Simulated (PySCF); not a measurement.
## Correlation energy of Tc²⁵⁺ (technetium, charge +25)

Starting occupation: [Ar]. All numbers are calculated (PySCF 2.14, X2C-1e with screened-nucleus spin-orbit coupling, Gaussian nucleus, in an uncontracted even-tempered set (19 s from 1.2 bohr⁻², ratio 2.6; 14 p from 1.5 bohr⁻², ratio 2.6; 6 d from 1.5 bohr⁻², ratio 2.8; 3 f from 30 bohr⁻², ratio 2.8)). Frozen: [Ne]; 8 electrons correlated; the 64 highest virtual spinors left out.

MP2 pair energies summed by pair of shells (mhartree):

| pair | energy | share (%) |
| --- | --- | --- |
| 3p3/2-3p3/2 | -143.32 | 39.7 |
| 3p1/2-3p3/2 | -134.38 | 37.2 |
| 3p1/2-3p1/2 | -36.06 | 10.0 |
| 3p3/2-3s1/2 | -22.81 | 6.3 |
| 3s1/2-3s1/2 | -13.07 | 3.6 |
| 3p1/2-3s1/2 | -11.77 | 3.3 |

Total MP2 correlation energy: -361.41 mhartree.

The virtual space was cut to 50 spinors, which keep -347.50 of the -361.41 mhartree of MP2 correlation.

```tsv
level	correlation energy (mhartree)
CCSD	-383.81
(T)	-2.83
CCSD(T)	-386.64
```

Diagnostics: T1 = 0.00046, largest double amplitude 0.044.

Is a single reference adequate?

Yes: T1 lies below 0.03 and no double amplitude reaches 0.07.

The coupled-cluster values are those of the cut space; adding the MP2 remainder, -13.91 mhartree, estimates the full space.

At this charge the one-electron X2C treatment keeps the bare 1/r₁₂, with no two-electron picture change or Breit term. The effect here is smaller than on the frozen 1s shell.
